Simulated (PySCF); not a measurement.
BHN, SMILES [B]=N, multiplicity 2.

Geometry optimised at B3LYP-D3(BJ)/def2-TZVPD. The isomer is the one that the SMILES or the coordinates give; other isomers of the formula were not compared.

Computed with PySCF with B3LYP-D3(BJ)/def2-TZVPD.

No scaling factor is applied to the harmonic values.

Modes within 1.5 cm⁻¹ of each other (mostly degenerate sets) share a row, with their intensities summed.

```tsv
mode	ν (cm⁻¹)	IR (km/mol)	moving atoms (share of kinetic energy)
1–2	458	202.7	H 77 %, N 18 %
3	1915	58.6	B 58 %, N 37 %
4	3843	188.2	H 91 %, N 9 %
```
